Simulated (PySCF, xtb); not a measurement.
In(F)(Br)(OH) (BrFHInO), SMILES [In]([Br])([OH])[F].

GFN2-xTB run with xtb at its own geometry gives an orbital gap of 2.73 eV and a dipole moment of 2.23 D.

Geometry: B3LYP-D3(BJ)/def2-SVP. The structure was generated by enumeration; whether it is a known compound was not checked. The def2 effective core potentials stand for the cores of In; spin–orbit coupling is left out. The values are those of a single conformer.

Question: What does PySCF with PBE/def2-TZVP give? (An estimate is asked for; the answer gives what the named calculation found.)

Answer: gap 3.77 eV (levels -7.58 and -3.81 eV), dipole 1.08 D.
